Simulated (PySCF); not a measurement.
C2HF4, multiplicity 2. Atoms are numbered in the order given.

```xyz
7

F      1.7860    -0.8823    -0.1271
C      1.0999     0.2330    -0.3193
C     -0.3528     0.1712     0.0120
F     -0.5732     0.0324     1.3361
F     -0.9547    -0.8598    -0.5947
F     -0.9406     1.3102    -0.3800
H      1.6598     1.1702    -0.2640
```
Charge 0, spin multiplicity 2.

Geometry: B3LYP-D3(BJ)/def2-SVP. The isomer is the one that the SMILES or the coordinates give; other isomers of the formula were not compared.

The numbers are results of PBE/def2-TZVP in PySCF, not measurements.

Atomic charges (e):

```csv
atom,Löwdin,Mulliken,Mulliken spin
F1,0.23,-0.11,0.09
C2,-0.25,-0.02,0.89
C3,[?],0.37,0.01
F4,[?],-0.13,0.03
F5,[?],-0.12,0.01
F6,[?],-0.13,0.00
H7,[?],0.14,-0.03
```

Q: What belongs in the gaps? (The exact figures need the calculation; the answer reports its results.)

A: 
- C3, Löwdin: -0.77
- F4, Löwdin: 0.21
- F5, Löwdin: 0.23
- F6, Löwdin: 0.23
- H7, Löwdin: 0.12

Computed Mayer and Wiberg (Löwdin basis) orders of the bonds:
```
bond   Mayer  Wiberg
-----  -----  ------
F1–C2   1.16    1.93
C2–C3   1.04    1.29
C3–F4   1.16    1.76
C3–F5   1.18    1.79
C3–F6   1.17    1.78
C2–H7   0.94    0.91
```
